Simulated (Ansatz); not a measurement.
System: InCl$_{2}$ (charge 0, doublet). SMILES: [Cl][In][Cl]
Geometry: optimised at B3LYP-D3(BJ)/def2-TZVP (Ansatz, a first-principles code).

Wanted: atomisation energy, in kcal/mol. Terms: def2 sets with scalar-relativistic core potentials past Kr; spin-orbit terms left out; no dispersion term unless named; atomisation electronic, to ground-state atoms; UHF or UKS for open shells; STO-3G and 3-21G all-electron and non-relativistic. First-principles rows: single points at B3LYP-D3(BJ) geometries (Ansatz). The spin state of an ion or metal species was assumed, not searched.

```csv
species,coefficient,"E at B3LYP/STO-3G (Ansatz), Eh","E at B3LYP/def2-TZVPD (Ansatz), Eh"
[Cl][In][Cl],-1,-6595.31985,-1110.74942
Cl atom,+2,-455.11819,-460.16775
In atom,+1,-5684.71160,-190.18671
```

 1 Eh = 627.5095 kcal/mol.

Q: Work the quantity out at each level.

A: 
- B3LYP/STO-3G: the sum of coefficient times E is 0.37187 Eh, or 233.35 kcal/mol. Result: 233.4 kcal/mol.
- B3LYP/def2-TZVPD: the sum of coefficient times E is 0.22721 Eh, or 142.58 kcal/mol. Result: 142.6 kcal/mol.
